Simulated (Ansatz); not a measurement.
C₂H₇NOTe (SMILES CN(C)[Te]O), singlet, geometry from GFN2-xTB (all electrons, no relativity); CASSCF(4,5)/STO-3G (Ansatz, a quantum-chemistry and plane-wave program).

Ansatz was given this input:
Ansatz 0.2 input:
```yaml
crystal:
  periodic: [false, false, false]
  atoms:
    - {symbol: Te, position_ang: [0.62265516, 0.18672076, 0.36531323]}
    - {symbol: O, position_ang: [0.08763732, 2.03031612, -0.14439958]}
    - {symbol: H, position_ang: [-0.69713614, 2.29874653, 0.33644817]}
    - {symbol: N, position_ang: [-1.06062830, -0.58538601, -0.49795951]}
    - {symbol: C, position_ang: [-1.79068666, -1.55019538, 0.29055746]}
    - {symbol: C, position_ang: [-0.92098188, -1.01739121, -1.86998191]}
    - {symbol: H, position_ang: [-2.79997043, -1.64313053, -0.11823263]}
    - {symbol: H, position_ang: [-1.33140572, -2.54676130, 0.28355180]}
    - {symbol: H, position_ang: [-1.86030944, -1.20018537, 1.31897848]}
    - {symbol: H, position_ang: [-0.42074483, -1.98910517, -1.96646196]}
    - {symbol: H, position_ang: [-1.91620064, -1.10266497, -2.31318280]}
    - {symbol: H, position_ang: [-0.35899076, -0.26568567, -2.41992918]}
basis:
  gaussian:
    orbitals: STO-3G
hamiltonian:
  xc: hf
magnetization: {spin_polarized: false}
correlation: {active_space: {window: {electrons: 4, orbitals: 5}}}
```

It wrote (shortened):

```
Functional definition: HF
682 factors; integrals over basis functions are off by at most 2.9e-5 eV
mean field evaluation 1: about -183771.5046 eV, gradient 2.0e1 eV
mean field evaluation 2: about -183771.7547 eV, gradient 2.0e1 eV
mean field evaluation 4: about -183773.4835 eV, gradient 1.7e0 eV
mean field evaluation 8: about -183773.5057 eV, gradient 6.1e-5 eV
mean field -183773.50425213 eV, -6753.5517151106 hartree, gradient 1.7e-6 eV, S^2 0.000000; 0 other end points of the search recorded, 0 dependent functions left out
reference -183773.50425213 eV, -6753.5517151106 hartree; 43, 43 occupied and 11, 11 virtual orbitals, 682 factors
state -183774.97641300 eV, -6753.6058160249 hartree
1 active orbitals were swapped for others, from the solution at -183774.75809244 eV, -6753.5977928923 hartree to that at -183774.75849989 eV, -6753.5978078656 hartree; typed "places" are swapped only where nearly empty or full, and so, without "given_window_search", are "orbital_numbers", "shells" and a window whose orbitals a file names under [Active]
2 active orbitals were swapped for others, from the solution at -183774.75849989 eV, -6753.5978078656 hartree to that at -183774.97641300 eV, -6753.6058160249 hartree; typed "places" are swapped only where nearly empty or full, and so, without "given_window_search", are "orbital_numbers", "shells" and a window whose orbitals a file names under [Active]
Total energy: -183774.97641300 eV, -6753.6058160249 hartree
```
